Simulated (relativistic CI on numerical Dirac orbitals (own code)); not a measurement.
## Radial parameters of La LI

These numbers are calculated, not measured: Dirac-Coulomb-Breit CI, separate exchange-only KLI orbitals for each configuration, model QED (radiative potential, 1s self-energy scaled to tabulated hydrogen-like ionisation energies), unscaled Slater integrals (own radial code, finite nucleus).

Slater integrals F^k, G^k are unscaled and averaged over j, outside the closed core 1s2; ζ comes from projecting the Hamiltonian with its Breit term on Σ l·s of the shell.

- 2s²2p³: F^2(2p,2p) = 1.0569e+06, ζ(2p) = 2.374e+06 cm⁻¹; <r>(2p) = 0.08967, <r^2>(2p) = 0.009758 (bohr units).
- 2s2p⁴: F^2(2p,2p) = 1.0555e+06, G^1(2s,2p) = 1.1254e+06, ζ(2p) = 2.3652e+06 cm⁻¹; <r>(2s) = 0.1031, <r^2>(2s) = 0.01254, <r>(2p) = 0.08979, <r^2>(2p) = 0.009784 (bohr units).
- 2p⁵: ζ(2p) = 2.3566e+06 cm⁻¹; <r>(2p) = 0.08995, <r^2>(2p) = 0.009819 (bohr units).

Averages of the first 10 configurations, taken without configuration mixing, which lowers the lowest level and can move excited configurations by several eV; other configurations of the list can lie among them:

```csv
Configuration,Parity,States,Average energy above the lowest level (eV)
2s²2p³,odd,20,439.5
2s2p⁴,even,30,984.0
2p⁵,odd,6,1574.3
2p⁴3s,even,30,6797.3
2p⁴3p,odd,90,6951.7
2p⁴3d,even,150,7090.4
2s²2p²3s,even,30,5720.9
2s²2p²3p,odd,90,5883.0
2s²2p²3d,even,150,6021.9
2s2p³3s,odd,80,6236.0
```
